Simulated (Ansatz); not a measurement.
One change: `O=C=N[SiH2]Cl` becomes `O=C=[N][InH][Cl]`.

Ansatz, PBE0-D4/def2-TZVP geometries, multiplicity 1. Each molecule was computed in one conformer, which needn't be the lowest.

Elements past krypton have def2 core potentials.

```json
{"property": "LUMO energy (B3LYP/def2-TZVPP) / eV", "`O=C=N[SiH2]Cl`": "-0.55"}
{"property": "HOMO–LUMO gap (B3LYP/def2-TZVPP) / eV", "`O=C=N[SiH2]Cl`": "8.11"}
{"property": "LUMO energy (PBE0/def2-TZVPP) / eV", "`O=C=N[SiH2]Cl`": "-0.33"}
{"property": "HOMO energy (B3LYP/def2-TZVPP) / eV", "`O=C=N[SiH2]Cl`": "-8.66"}
{"property": "size of the dipole moment (B3LYP/def2-TZVPP) / D", "`O=C=N[SiH2]Cl`": "1.72"}
{"property": "LUMO energy (ωB97M-V/def2-TZVPP) / eV", "`O=C=N[SiH2]Cl`": "1.64"}
```

(1) What does the change do to each property? (Best estimate.)

## Answers

(1) Ansatz gave: 
```tsv
property	`O=C=[N][InH][Cl]`	shift
LUMO energy (B3LYP/def2-TZVPP) / eV	-2.34	-1.79
HOMO–LUMO gap (B3LYP/def2-TZVPP) / eV	5.97	-2.14
LUMO energy (PBE0/def2-TZVPP) / eV	-2.05	-1.72
HOMO energy (B3LYP/def2-TZVPP) / eV	-8.31	0.35
size of the dipole moment (B3LYP/def2-TZVPP) / D	3.60	1.88
LUMO energy (ωB97M-V/def2-TZVPP) / eV	-0.50	-2.14
```

With PBE0 the HOMO rises by 0.33 eV and the LUMO falls by 1.72 eV, so the gap narrows by about 2.05 eV. PBE moves the HOMO by 0.32 eV and ωB97M-V by 0.32 eV. The zero-point energy changes by -33.4 kJ/mol with -3 modes. Dipoles are sizes alone; their direction can turn.

B3LYP here is the variant with VWN-RPA as its local correlation; programs differ in this.
